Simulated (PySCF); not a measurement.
Diagnose this run.

A core-ionisation job on C2H4FGeN, SMILES `C#[C][Ge@@H]([NH2])[F]`. Method: delta-SCF UKS HF, pcX-2 on the ionised atom, pcseg-1 elsewhere, spin-free X2C (PySCF 2.14.0).

Driver input (Å, PBE0-D3(BJ)/def2-SVP geometry):

```
{"job": {"kind": "xps", "xc": "HF"}, "charge": 0, "multiplicity": 1}
C      2.2848     0.6106    -0.8451
C      1.2586     0.3800    -0.2360
Ge    -0.3320     0.0520     0.7337
N     -1.6478    -0.2794    -0.4542
F     -0.0021    -1.3403     1.7396
H      3.1924     0.8102    -1.3875
H     -0.7201     1.1718     1.6959
H     -2.5621    -0.5022    -0.0728
H     -1.4132    -0.9196    -1.2069
```

Output:

```
ground state, core basis on atom 0 (C), 134 functions
  cycle   1  E = -2324.27589243  |g| = 5.59e-01
  cycle   2  E = -2324.33955261  |g| = 3.28e-01
  cycle   3  E = -2324.35724422  |g| = 6.06e-02
  cycle   4  E = -2324.35845108  |g| = 1.23e-02
  cycle   5  E = -2324.35850643  |g| = 4.82e-03
  cycle   6  E = -2324.35851397  |g| = 1.63e-03
  cycle   7  E = -2324.35851555  |g| = 6.77e-04
  cycle   8  E = -2324.35851584  |g| = 2.71e-04
  E(ground) = -2324.35851584 Eh
hole in C 1s of atom 0
  cycle   1  E = -2313.09438714  |g| = 1.48e+00
  cycle   2  E = -2313.33121128  |g| = 9.68e-01
  cycle   3  E = -2313.63954855  |g| = 2.18e-01
  cycle   4  E = -2313.66030222  |g| = 5.56e-02
  cycle   5  E = -2313.66281346  |g| = 2.87e-02
  cycle   6  E = -2313.66499766  |g| = 2.68e-02
  cycle   7  E = -2313.66769025  |g| = 2.50e-02
  cycle   8  E = -2313.67464992  |g| = 1.89e-02
  cycle   9  E = -2313.67677625  |g| = 5.63e-03
  cycle  10  E = -2313.67677439  |g| = 4.33e-03
  cycle  11  E = -2313.67684331  |g| = 1.16e-03
  cycle  12  E = -2313.67684283  |g| = 1.01e-03
  cycle  13  E = -2313.67684685  |g| = 3.41e-04
  E(ion) = -2313.67684685 Eh   <S^2> = 1.2676   hole on atom = 1.000   binding energy = 290.663 eV
ground state, core basis on atom 1 (C), 134 functions
  cycle   1  E = -2324.36220699  |g| = 2.91e-02
  cycle   2  E = -2324.36230203  |g| = 9.56e-03
  cycle   3  E = -2324.36231729  |g| = 6.01e-03
  cycle   4  E = -2324.36232589  |g| = 3.14e-04
  E(ground) = -2324.36232589 Eh
hole in C 1s of atom 1
  cycle   1  E = -2313.11674459  |g| = 1.49e+00
  cycle   2  E = -2313.32776185  |g| = 9.95e-01
  cycle   3  E = -2313.66001272  |g| = 2.24e-01
  cycle   4  E = -2313.68149282  |g| = 4.99e-02
  cycle   5  E = -2313.68366880  |g| = 2.71e-02
  cycle   6  E = -2313.68586650  |g| = 2.52e-02
  cycle   7  E = -2313.68851863  |g| = 2.34e-02
  cycle   8  E = -2313.69431895  |g| = 1.78e-02
  cycle   9  E = -2313.69621928  |g| = 9.75e-03
  cycle  10  E = -2313.69602810  |g| = 9.41e-03
  cycle  11  E = -2313.69645357  |g| = 1.15e-03
  cycle  12  E = -2313.69645899  |g| = 3.39e-04
  E(ion) = -2313.69645899 Eh   <S^2> = 1.2328   hole on atom = 1.000   binding energy = 290.233 eV
ground state, core basis on atom 3 (N), 134 functions
  cycle   1  E = -2324.37153594  |g| = 3.69e-02
  cycle   2  E = -2324.37171110  |g| = 1.00e-02
  cycle   3  E = -2324.37172922  |g| = 5.85e-03
  cycle   4  E = -2324.37173773  |g| = 9.63e-04
  cycle   5  E = -2324.37173805  |g| = 3.12e-04
  E(ground) = -2324.37173805 Eh
hole in N 1s of atom 3
  cycle   1  E = -2308.80082325  |g| = 1.84e+00
  cycle   2  E = -2309.22027102  |g| = 1.02e+00
  cycle   3  E = -2309.49119701  |g| = 1.07e-01
  cycle   4  E = -2309.49515771  |g| = 2.60e-02
  cycle   5  E = -2309.49562418  |g| = 1.64e-02
  cycle   6  E = -2309.49593015  |g| = 7.18e-03
  cycle   7  E = -2309.49601602  |g| = 2.79e-03
  cycle   8  E = -2309.49602449  |g| = 1.22e-03
  cycle   9  E = -2309.49602640  |g| = 3.94e-04
  E(ion) = -2309.49602640 Eh   <S^2> = 0.7770   hole on atom = 1.000   binding energy = 404.789 eV
ground state, core basis on atom 4 (F), 134 functions
  cycle   1  E = -2324.40849002  |g| = 4.51e-02
  cycle   2  E = -2324.40864317  |g| = 1.53e-02
  cycle   3  E = -2324.40868000  |g| = 6.01e-03
  cycle   4  E = -2324.40868655  |g| = 5.92e-04
  cycle   5  E = -2324.40868665  |g| = 2.75e-04
  E(ground) = -2324.40868665 Eh
hole in F 1s of atom 4
  cycle   1  E = -2298.13778922  |g| = 2.56e+00
  cycle   2  E = -2298.81422908  |g| = 1.19e+00
  cycle   3  E = -2299.04364582  |g| = 7.96e-02
  cycle   4  E = -2299.04535691  |g| = 2.49e-02
  cycle   5  E = -2299.04563424  |g| = 1.26e-02
  cycle   6  E = -2299.04574302  |g| = 4.09e-03
  cycle   7  E = -2299.04575693  |g| = 1.77e-03
  cycle   8  E = -2299.04575972  |g| = 7.14e-04
  cycle   9  E = -2299.04576111  |g| = 4.37e-04
  E(ion) = -2299.04576111 Eh   <S^2> = 0.7615   hole on atom = 1.000   binding energy = 690.160 eV
```

The program numbers atoms from 0.

Task: Do all binding energies of this run deserve the same trust?

Result: No. Every hole passed the driver's convergence checks (|g| < 5e-4, core orbital emptied to over 0.9), but ⟨S²⟩ is 1.268 for C1s on atom 0 and 1.233 for C1s on atom 1, against 0.75 for a pure doublet, so the unrestricted ion state holds higher spin components.

Task: How can it be mended?

Result: Recompute such holes with a restricted open-shell or spin-projected scheme and compare; until then these binding energies are doubtful.

Hardware: Arm Neoverse V1, one thread, no GPU, on a shared host. Cost: 21 s, 0.52 GiB resident at most.
